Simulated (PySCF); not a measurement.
Species: C3H9Si (doublet state).
Geometry (GFN2-xTB, Å), atoms numbered from 1 in this order:
```
atom  x, y, z in Å
C1    -0.025    1.907   -0.077
Si2    0.012    0.112   -0.514
C3    -1.546   -0.764    0.164
C4     1.562   -0.700    0.228
H5     0.724    2.381    0.533
H6    -0.805    2.566   -0.416
H7     0.015   -0.068   -1.980
H8    -1.616   -0.674    1.244
H9    -2.446   -0.332   -0.262
H10   -1.537   -1.821   -0.081
H11    2.467   -0.269   -0.190
H12    1.586   -1.767    0.026
H13    1.604   -0.571    1.306
```

The hyperfine couplings belong to this conformer and change with its torsions.

As a line formula: `C[SiH]([CH2])C` [radical].

The calculation used UKS B3LYP, pcH-1 on C H Si, non-relativistic, mean-field spin-orbit, GIAO in PySCF 2.14.0. Geometry: GFN2-xTB; no solvent, vibrations or thermal averaging. A GFN2-xTB geometry isn't a minimum of the functional, and hyperfine couplings can be far from their values at a DFT geometry. Stability of the SCF solution: not tested.

Q: Match the computed a_iso(13C) values +79.7, +16.2 MHz (means over equivalent nuclei) with the sites C1; C3/C4.

A: 
| site | a_iso (MHz) | ρ(0) (bohr⁻³) | position | distance from C1 (Å) | spin population | largest \|T\| (MHz) |
| --- | --- | --- | --- | --- | --- | --- |
| C1 | +79.7 | +0.0710 | largest spin population | 0.00 | +1.05 | 152.4 |
| C3/C4 | +16.2 | +0.0144 | 2 bonds from C1 | 3.07 | +0.01 | 3.7 |

Q: The isotropic 1H couplings, averaged over equivalent nuclei, are -58.1, +57.3, +0.5 MHz. Assign them to H5/H6; H7; H8 (×6).

A: 
| site | a_iso (MHz) | ρ(0) (bohr⁻³) | position | distance from C1 (Å) | bound to | spin population there | largest \|T\| (MHz) |
| --- | --- | --- | --- | --- | --- | --- | --- |
| H5/H6 | -58.1 | -0.0130 | α, 1 bond from C1 | 1.08 | C1 | +1.05 | 37.8 |
| H7 | +57.3 | +0.0128 | β, 2 bonds from C1 | 2.74 | Si2 | -0.03 | 5.3 |
| H8 (×6) | +0.5 | +0.0001 | γ, 3 bonds from C1 | 3.54 | C3/C4 | +0.01 | 3.7 |

ρ(0) is the spin density at the nucleus and T the dipolar tensor; a_iso includes a spin–orbit part; entries for several nuclei are means. The largest Mulliken spin population is on C1 (+1.05). The angles at C1 add up to 360.0°, so it is planar; its axial dipolar tensor and the negative couplings of its protons fit spin in a p orbital normal to that plane.

Class means assume fast exchange of nuclei equivalent by connectivity; if that motion is slow, each nucleus keeps its own coupling. The six 1H nuclei of mean +0.5 MHz run from -2.3 to 9.1 MHz in the frozen geometry. The 13C value of +16.2 MHz is a mean of couplings from -1.2 to 33.6 MHz in this one geometry, not an average over conformers.
